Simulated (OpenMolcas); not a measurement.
Computed transition rates of neutral technetium

```yaml
Program: OpenMolcas
Method: "MS-RASPT2, IPEA 0.25 Eh, imaginary shift 0.1 Eh (closed shells correlated: 4s 4p)"
Basis: ANO-RCC-VTZP [7s6p4d2f1g]
Scalar_Hamiltonian: DKH2, point nucleus
Active_space: 7 electrons in 9 orbitals (RAS2 4d 5s; RAS3 5p, at most 2 electrons)
State_averaging: 2S+1 = 6 even, 6 roots; 2S+1 = 4 even, 64 roots kept (CI in the orbitals of an earlier block); 2S+1 = 2 even, 83 roots kept (CI in the orbitals of an earlier block); 2S+1 = 6 odd, 44 roots; 2S+1 = 8 odd, 3 roots kept (CI in the orbitals of an earlier block); 2S+1 = 4 odd, 10 roots kept (CI in the orbitals of an earlier block)
Spin-orbit_coupling: state interaction with AMFI integrals over the reference wave functions, term energies averaged over their components
```

Rates come from the transition moments of the reference wave functions (E1 in the length form). At fixed line strength A goes as λ^-3 for E1 and M1 and as λ^-5 for E2, so a rate at the computed wavelength can be rescaled to the measured one. Measured vacuum wavelengths follow from level energies in NIST Handbook of Basic Atomic Spectroscopic Data. Branching counts E1 and M1 decays inside the model space alone, at computed energies, and the table is only a selection of the E1 lines, drawn from those between levels with measured partners whose computed energy lies within a factor of 1.5 of the measured one.

| Upper | Lower | Type | λ computed (nm) | λ measured (nm) | A computed (s-1) | A rescaled (s-1) | Branching % |
| --- | --- | --- | --- | --- | --- | --- | --- |
| 4d5 5s 5p 6P* 7/2(1) | 4d5 5s2 6S 5/2 | E1 | 385.6 | 429.8 | 3.03e+07 | 2.19e+07 | 99.8 |
| 4d5 5s 5p 6P* 5/2(1) | 4d5 5s2 6S 5/2 | E1 | 382.5 | 426.3 | 2.65e+07 | 1.91e+07 | 99.9 |
| 4d5 5s 5p 6P* 3/2(1) | 4d5 5s2 6S 5/2 | E1 | 380.4 | 423.9 | 2.40e+07 | 1.73e+07 | 99.7 |
| 4d5 5s 5p 8P* 7/2 | 4d5 5s2 6S 5/2 | E1 | 534.3 | 592.6 | 1.05e+05 |  | 99.0 |
| 4d5 5s 5p 8P* 5/2 | 4d5 5s2 6S 5/2 | E1 | 546.6 | 608.7 | 5.03e+04 |  | 99.6 |
| 4d5 5s 5p 8P* 9/2 | 4d6 5s 6D 9/2 | E1 | 787.3 | 668.9 | 2.77e+03 |  | 81.8 |
| 4d5 5s 5p 8P* 9/2 | 4d6 5s 6D 7/2 | E1 | 833.4 | 700.7 | 6.18e+02 |  | 18.2 |

Spin-changing lines and M1 lines between different terms are not rescaled, since their strength hangs on the term gaps too.

The largest correction is for 4d5 5s 5p 6P* 7/2(1) → 4d5 5s2 6S 5/2 (E1): 3.03e+07 × (385.6 / 429.8)^3 = 2.19e+07 s-1, a factor of 0.72.

No measured rate stands beside these. Rescaling mends the energy factor alone: line strengths can still be far off where a level mixes with configurations outside the active space, and weak or spin-changing lines hang on small mixing coefficients that depend on the term gaps too, so rescaling need not improve them.

CASPT2 does not keep the components of a term degenerate, so their means are used; among the terms shown or strongly mixed into the levels shown the widest spread is 34 cm-1 (4d6 5s 6D). Blocks of more than 70 roots (2S+1 = 2 even) ran without multistate coupling. Terms from blocks run as CI alone lack orbitals of their own. Configurations are named by rounded mean occupations; where the s occupation lies near a half they are strongly mixed, a name can repeat and a true partner stay unpaired. A single d shell beside an s shell can misplace configurations of different d count against each other. Computed and measured levels are paired by configuration, term and J; levels that our copy of the source lacks, or whose pairing is in doubt (as where it misses far off the trend of its configuration), stay unpaired. Only configurations of the active space appear.

A number in round brackets counts repeated terms of one configuration in the order of the reference energies. * marks odd parity.
